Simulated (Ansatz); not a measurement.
Steps of a relaxation of CH$_{8}$SeSi$_{2}$ (`C[SiH2][Se][SiH3]`) with RKS PBE0-D4/def2-TZVP.

```sh
$ ansatz run in.yaml --threads 4 --pin off --events-out ev --progress --plain --max-ram 10444MiB
```

```yaml
crystal:
  periodic: [false, false, false]
  atoms:
    - {symbol: C, position_ang: [-0.318565, 1.859461, 0.118264]}
    - {symbol: Si, position_ang: [0.075660, 0.587463, -1.216764]}
    - {symbol: Se, position_ang: [1.689682, -0.929776, -0.554019]}
    - {symbol: Si, position_ang: [0.308368, -2.058414, 0.894382]}
    - {symbol: H, position_ang: [-0.716246, 1.368551, 1.028884]}
    - {symbol: H, position_ang: [0.589059, 2.430099, 0.398026]}
    - {symbol: H, position_ang: [-1.084392, 2.572170, -0.252639]}
    - {symbol: H, position_ang: [0.651075, 1.251746, -2.437902]}
    - {symbol: H, position_ang: [-1.169958, -0.167301, -1.602461]}
    - {symbol: H, position_ang: [-0.178981, -1.175385, 2.012909]}
    - {symbol: H, position_ang: [1.122101, -3.181511, 1.471855]}
    - {symbol: H, position_ang: [-0.890804, -2.612205, 0.173564]}
basis:
  gaussian: {orbitals: def2-TZVP}
hamiltonian: {xc: pbe0, dispersion: d4}
relax: {f_tol: 0.005, max_steps: 150}
```

Positions (Å) and forces (eV/Å) along the path, 5 of 5 steps:

```xyz
12
step=1 energy=-82259.2399 eV
C    -0.319    1.859    0.118   -0.038    0.100    0.131
Si    0.076    0.587   -1.217   -0.017    0.060   -0.013
Se    1.690   -0.930   -0.554   -0.442    0.069    0.131
Si    0.308   -2.058    0.894   -0.027   -0.063    0.043
H    -0.716    1.369    1.029    0.198    0.232   -0.436
H     0.589    2.430    0.398   -0.433   -0.283   -0.138
H    -1.084    2.572   -0.253    0.365   -0.336    0.169
H     0.651    1.252   -2.438   -0.123   -0.153    0.275
H    -1.170   -0.167   -1.602    0.281    0.160    0.095
H    -0.179   -1.175    2.013    0.127   -0.178   -0.270
H     1.122   -3.182    1.472   -0.174    0.257   -0.134
H    -0.891   -2.612    0.174    0.282    0.135    0.148
12
step=2 energy=-82259.2802 eV
C    -0.316    1.844    0.119   -0.022    0.011   -0.022
Si    0.072    0.583   -1.211   -0.050    0.076    0.065
Se    1.663   -0.917   -0.542    0.023   -0.003   -0.015
Si    0.304   -2.046    0.890   -0.039   -0.004    0.027
H    -0.711    1.357    1.019    0.057    0.061   -0.125
H     0.584    2.403    0.397   -0.117   -0.079   -0.040
H    -1.070    2.553   -0.247    0.102   -0.088    0.059
H     0.646    1.239   -2.419   -0.034   -0.038    0.065
H    -1.159   -0.169   -1.589    0.057    0.051    0.011
H    -0.171   -1.157    1.989    0.011   -0.071   -0.051
H     1.114   -3.155    1.462   -0.047    0.063   -0.030
H    -0.879   -2.590    0.167    0.058    0.021    0.057
12
step=3 energy=-82259.2826 eV
C    -0.317    1.842    0.116    0.017   -0.035   -0.020
Si    0.072    0.581   -1.202   -0.008    0.060   -0.011
Se    1.669   -0.916   -0.544   -0.030    0.003    0.014
Si    0.304   -2.039    0.885    0.011   -0.036    0.022
H    -0.709    1.359    1.013   -0.007   -0.003    0.020
H     0.581    2.397    0.392    0.014    0.010    0.008
H    -1.067    2.549   -0.247   -0.006    0.002   -0.009
H     0.644    1.232   -2.408    0.002    0.008   -0.015
H    -1.158   -0.161   -1.584   -0.002   -0.020    0.003
H    -0.178   -1.167    1.987    0.004    0.022    0.001
H     1.113   -3.143    1.454    0.007   -0.013    0.009
H    -0.877   -2.589    0.174   -0.002    0.001   -0.021
12
step=4 energy=-82259.2831 eV
C    -0.316    1.842    0.116    0.004   -0.010   -0.013
Si    0.072    0.586   -1.207   -0.011    0.004    0.013
Se    1.663   -0.915   -0.542    0.008   -0.001   -0.001
Si    0.304   -2.044    0.889   -0.007    0.002   -0.002
H    -0.708    1.358    1.012   -0.002   -0.003    0.006
H     0.582    2.398    0.392    0.006    0.005    0.003
H    -1.066    2.550   -0.247   -0.005    0.007   -0.001
H     0.642    1.239   -2.413    0.006   -0.002   -0.002
H    -1.157   -0.161   -1.587   -0.003   -0.001   -0.003
H    -0.176   -1.167    1.988   -0.002    0.002    0.003
H     1.113   -3.149    1.460    0.007    0.000   -0.001
H    -0.875   -2.592    0.173   -0.002   -0.004   -0.002
12
step=5 energy=-82259.2832 eV
C    -0.316    1.843    0.116    0.001   -0.003   -0.004
Si    0.071    0.585   -1.206   -0.002    0.002    0.003
Se    1.663   -0.915   -0.542    0.000    0.001    0.000
Si    0.304   -2.044    0.889   -0.001   -0.001    0.000
H    -0.709    1.358    1.012    0.000    0.001    0.001
H     0.583    2.397    0.392    0.000    0.000    0.000
H    -1.066    2.551   -0.247    0.000    0.001    0.001
H     0.643    1.237   -2.412    0.001   -0.001    0.000
H    -1.158   -0.161   -1.587    0.000    0.001    0.000
H    -0.177   -1.167    1.988   -0.002   -0.001    0.000
H     1.114   -3.148    1.459    0.001    0.001    0.000
H    -0.875   -2.593    0.172    0.001   -0.002    0.001
```

Run time 29 s (4 threads of an Arm Neoverse V2 on a shared host); peak host memory 0.64 GiB.
